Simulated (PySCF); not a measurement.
Ionisation energy of K by level of theory

K [Ar] 4s1 (2S) → K⁺ [Ar] (1S), as a difference of total energies. All numbers are calculated (PySCF 2.14, the spin-free X2C one-electron Hamiltonian (Gaussian nucleus), in cc-pVTZ-X2C (6s5p3d1f, 43 functions)). The calculations carry no spin-orbit coupling.

| method | ionisation energy (eV) |
| --- | --- |
| UHF | 4.023 |
| B3LYP | 4.499 |
| M06-L | 3.672 |

Question: Which method comes closest to the reference value, and which is furthest?

Answer: The reference is 4.341 eV (measured; NIST Atomic Spectra Database, ionization energies). Closest: B3LYP (error 0.158 eV); furthest: M06-L (error -0.669 eV).
